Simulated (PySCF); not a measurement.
## Excitation energy of Mo²⁺ by level of theory

Mo²⁺ [Kr] 4d4 (5D) → Mo²⁺ [Kr] 4d3 5s1 (5F), as a difference of total energies. All numbers are calculated (PySCF 2.14, scalar relativity through the core potential, in def2-TZVPPD with the def2 core potential (28 electrons) (6s4p3d2f1g, 56 functions)). Correlated levels: valence: 4s2 4p6 frozen. The calculations carry no spin-orbit coupling.

| method | excitation energy (eV) |
| --- | --- |
| UHF | 3.922 |
| MP2 (valence) | 4.099 |
| SCS-MP2 (valence) | 3.981 |
| CCSD (valence) | 4.100 |
| CCSD(T) (valence) | 4.101 |

Task: How much does correlation contribute at CCSD(T) (valence)?

Result: 4.101 − (3.922) = 0.179 eV, measured against UHF.
